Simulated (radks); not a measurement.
All-electron atom: Nb I in [Kr] 4d4 5s1.

All-electron calculation, scalar-relativistic Kohn-Sham, PBE, spin-polarised, spherical densities, finite nucleus; open shells are filled with parallel spins first (spin-orbit coupling, left out, can overturn this in heavy ions); Fermi nuclear charge, rms radius 4.324 fm. Program: a radial shooting solver on a logarithmic mesh with Libxc functionals.

Energy parts (eV):
| part | energy |
|---|---|
| total | -103938.713 |
| kinetic | 107015.933 |
| electron-nucleus | -250427.117 |
| Hartree | 42705.387 |
| exchange-correlation | -3232.916 |

Orbitals (lengths in bohr, moments of r in powers of bohr):
\begin{tabular}{lrrr}
orbital & occ. & eigenvalue (eV) & <r^2> \\ \hline
1s up & 1 & -18807.36 & 0.001757 \\
1s down & 1 & -18807.36 & 0.001757 \\
2s up & 1 & -2630.290 & 0.02945 \\
2s down & 1 & -2629.974 & 0.02944 \\
2p up & 3 & -2348.542 & 0.02318 \\
2p down & 3 & -2348.307 & 0.02318 \\
3s up & 1 & -438.3873 & 0.2251 \\
3s down & 1 & -438.2103 & 0.2251 \\
3p up & 3 & -346.2972 & 0.2315 \\
3p down & 3 & -346.1003 & 0.2314 \\
3d up & 5 & -195.7981 & 0.2263 \\
3d down & 5 & -195.4969 & 0.2260 \\
4s up & 1 & -58.6833 & 1.536 \\
4s down & 1 & -56.7447 & 1.512 \\
4p up & 3 & -34.9525 & 1.972 \\
4p down & 3 & -32.7149 & 1.933 \\
5s up & 1 & -4.4776 & 14.96 \\
4d up & 4 & -3.7132 & 5.970 \\
\end{tabular}

The highest occupied level is 4d up at -3.713 eV. Summed over all electrons, <r^2> = 57.91 bohr^2, which gives a Langevin (diamagnetic) susceptibility term of -45.9 x 10^-6 cm^3/mol. The density falls to 0.001 e/bohr^3 at r = 4.75 bohr. The electron density at the nucleus is 8.407e+04 e/bohr^3 (large components only). Spin moment in Bohr magnetons: 5. The spin density at the nucleus is 7.36 e/bohr^3 (1s 0.05, 2s -0.53, 3s 0.34, 4s -2.61, 5s 10.11).
